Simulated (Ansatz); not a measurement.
Steps of a relaxation of C₂H₈AlNSi (`C=C([SiH3])[NH][AlH2]`) with RKS PBE-D4/def2-SVP.

```sh
$ ansatz run in.yaml --threads 4 --pin off --events-out ev --progress --plain --max-ram 10444MiB
```

```yaml
crystal:
  periodic: [false, false, false]
  atoms:
    - {symbol: C, position_ang: [-0.980900, -1.086100, -1.454100]}
    - {symbol: C, position_ang: [-0.369400, -0.386600, -0.515300]}
    - {symbol: Si, position_ang: [0.420800, -1.366900, 0.821000]}
    - {symbol: N, position_ang: [-0.228100, 1.064100, -0.560900]}
    - {symbol: Al, position_ang: [0.593700, 2.203000, 0.680100]}
    - {symbol: H, position_ang: [-1.095500, -2.106300, -1.462900]}
    - {symbol: H, position_ang: [-1.493300, -0.503800, -2.265000]}
    - {symbol: H, position_ang: [0.266400, -2.790200, 0.623000]}
    - {symbol: H, position_ang: [-0.102300, -0.953400, 2.177000]}
    - {symbol: H, position_ang: [1.901000, -1.096700, 0.847900]}
    - {symbol: H, position_ang: [-0.786800, 1.568000, -1.312300]}
    - {symbol: H, position_ang: [1.389100, 1.601000, 1.965200]}
    - {symbol: H, position_ang: [0.505600, 3.819100, 0.471100]}
basis:
  gaussian: {orbitals: def2-SVP}
hamiltonian: {xc: pbe, dispersion: d4}
relax: {f_tol: 0.03, max_steps: 200}
```

Positions (Å) and forces (eV/Å) along the path, 8 of 8 steps:

```xyz
13
step=1 energy=-18148.3819 eV
C    -0.981   -1.086   -1.454   -1.421    2.761   -2.123
C    -0.369   -0.387   -0.515    0.897    2.935    0.404
Si    0.421   -1.367    0.821    0.980    0.815    1.326
N    -0.228    1.064   -0.561   -0.272   -0.176    0.539
Al    0.594    2.203    0.680   -0.170   -0.327   -0.232
H    -1.095   -2.106   -1.463   -0.240   -2.987    0.094
H    -1.493   -0.504   -2.265    0.216   -0.465    0.108
H     0.266   -2.790    0.623   -0.337   -1.024   -0.253
H    -0.102   -0.953    2.177   -0.038   -0.098   -0.040
H     1.901   -1.097    0.848    0.085    0.029    0.023
H    -0.787    1.568   -1.312    0.614   -1.014    0.689
H     1.389    1.601    1.965   -0.229    0.026   -0.390
H     0.506    3.819    0.471   -0.084   -0.475   -0.144
13
step=2 energy=-18148.7694 eV
C    -1.043   -1.031   -1.453   -0.007    0.982   -0.924
C    -0.336   -0.354   -0.518   -0.318    1.151    0.103
Si    0.481   -1.324    0.851    0.306   -0.058    0.562
N    -0.252    1.068   -0.490    0.194   -0.277   -0.023
Al    0.585    2.182    0.711   -0.204   -0.163   -0.374
H    -1.142   -2.106   -1.482    0.034   -0.674    0.101
H    -1.455   -0.464   -2.324   -0.108   -0.257    0.322
H     0.227   -2.769    0.614   -0.042   -0.272   -0.071
H    -0.075   -0.947    2.203    0.020   -0.003   -0.036
H     1.967   -1.070    0.885   -0.035   -0.024   -0.013
H    -0.747    1.522   -1.287    0.198   -0.342    0.359
H     1.365    1.514    1.934   -0.048    0.067   -0.057
H     0.445    3.743    0.369    0.010   -0.130    0.051
13
step=3 energy=-18148.8138 eV
C    -1.002   -1.003   -1.495   -0.424    0.464   -0.041
C    -0.345   -0.333   -0.497   -0.001   -0.100   -0.452
Si    0.486   -1.331    0.882    0.021   -0.248    0.018
N    -0.232    1.064   -0.478   -0.059   -0.077    0.096
Al    0.583    2.188    0.694   -0.112   -0.014   -0.149
H    -1.076   -2.105   -1.540    0.039    0.228    0.098
H    -1.581   -0.415   -2.263    0.460   -0.417    0.300
H     0.210   -2.789    0.614    0.044    0.093    0.021
H    -0.072   -0.966    2.234    0.003    0.011   -0.034
H     1.973   -1.088    0.911   -0.024   -0.019    0.008
H    -0.695    1.486   -1.295   -0.020    0.025    0.035
H     1.350    1.529    1.914    0.042    0.014    0.081
H     0.421    3.729    0.334    0.032    0.039    0.020
13
step=4 energy=-18148.8264 eV
C    -1.015   -0.981   -1.473   -0.091    0.064   -0.146
C    -0.336   -0.320   -0.495   -0.070   -0.262   -0.078
Si    0.476   -1.379    0.858   -0.007    0.047   -0.009
N    -0.222    1.070   -0.451   -0.086    0.043   -0.147
Al    0.590    2.209    0.704    0.048   -0.022    0.081
H    -1.090   -2.074   -1.491    0.038   -0.111    0.077
H    -1.529   -0.456   -2.304    0.086    0.071    0.112
H     0.189   -2.821    0.567   -0.019   -0.037   -0.027
H    -0.077   -1.031    2.215    0.016    0.026    0.027
H     1.965   -1.168    0.887    0.025    0.030    0.023
H    -0.712    1.502   -1.257    0.162   -0.026    0.268
H     1.395    1.705    1.998   -0.116   -0.049   -0.178
H     0.387    3.709    0.256    0.014    0.225   -0.003
13
step=5 energy=-18148.7900 eV rejected
C    -1.022   -1.000   -1.483    0.017   -0.153    0.013
C    -0.341   -0.360   -0.498    0.008    0.128    0.044
Si    0.485   -1.388    0.872   -0.017    0.216   -0.022
N    -0.226    1.031   -0.447   -0.003    0.388   -0.046
Al    0.553    2.228    0.644    0.362   -0.052    0.548
H    -1.102   -2.095   -1.501   -0.005   -0.040   -0.009
H    -1.514   -0.444   -2.297   -0.050    0.046   -0.067
H     0.180   -2.820    0.547    0.081   -0.045    0.110
H    -0.033   -0.991    2.230   -0.117   -0.103   -0.017
H     1.965   -1.113    0.934    0.024   -0.121   -0.111
H    -0.702    1.514   -1.216   -0.231   -0.226   -0.350
H     1.320    1.614    1.896    0.042    0.027    0.061
H     0.458    3.789    0.334   -0.111   -0.065   -0.154
13
step=6 energy=-18148.8441 eV
C    -1.018   -0.989   -1.477   -0.048    0.023   -0.066
C    -0.340   -0.332   -0.496   -0.005   -0.028   -0.024
Si    0.479   -1.375    0.864   -0.001    0.013    0.005
N    -0.224    1.062   -0.453   -0.011    0.048   -0.012
Al    0.581    2.218    0.689    0.028   -0.017    0.048
H    -1.094   -2.084   -1.491    0.014   -0.019    0.027
H    -1.521   -0.445   -2.299    0.033    0.002    0.041
H     0.196   -2.820    0.574   -0.002   -0.009   -0.003
H    -0.072   -1.019    2.220    0.009    0.005    0.003
H     1.968   -1.152    0.895    0.000    0.010    0.007
H    -0.709    1.505   -1.247    0.006   -0.042    0.016
H     1.365    1.649    1.956   -0.025   -0.009   -0.040
H     0.407    3.747    0.281    0.003    0.024   -0.001
13
step=7 energy=-18148.8453 eV
C    -1.020   -0.990   -1.480    0.000   -0.004   -0.006
C    -0.342   -0.332   -0.500    0.018    0.012    0.043
Si    0.480   -1.367    0.866   -0.002   -0.002   -0.005
N    -0.228    1.063   -0.456   -0.014    0.011   -0.023
Al    0.581    2.213    0.690    0.005   -0.008   -0.004
H    -1.093   -2.086   -1.488   -0.001   -0.006   -0.002
H    -1.519   -0.444   -2.301   -0.005    0.001   -0.007
H     0.203   -2.815    0.579    0.000    0.000    0.000
H    -0.071   -1.009    2.221    0.000    0.002   -0.001
H     1.968   -1.135    0.897   -0.001    0.002    0.000
H    -0.716    1.501   -1.250   -0.001   -0.004   -0.001
H     1.357    1.619    1.946   -0.002   -0.002    0.000
H     0.421    3.748    0.292    0.002   -0.002    0.008
13
step=8 energy=-18148.8455 eV
C    -1.019   -0.991   -1.479    0.003   -0.002    0.005
C    -0.343   -0.330   -0.500   -0.010   -0.005   -0.013
Si    0.480   -1.362    0.866    0.004    0.005    0.006
N    -0.232    1.065   -0.460   -0.002    0.014   -0.003
Al    0.582    2.209    0.688   -0.003   -0.004   -0.005
H    -1.090   -2.088   -1.485    0.000    0.000    0.000
H    -1.519   -0.449   -2.302    0.001    0.001    0.001
H     0.206   -2.811    0.582   -0.002    0.000   -0.003
H    -0.073   -1.003    2.220    0.001   -0.002    0.002
H     1.967   -1.128    0.898    0.002   -0.001    0.002
H    -0.721    1.501   -1.256    0.002   -0.006    0.003
H     1.355    1.603    1.940    0.002    0.000    0.002
H     0.427    3.748    0.303    0.002    0.001    0.003
```

It took 11 s on 4 threads of an AMD EPYC 7R43 on a shared host, with 0.19 GiB of host memory at the peak.
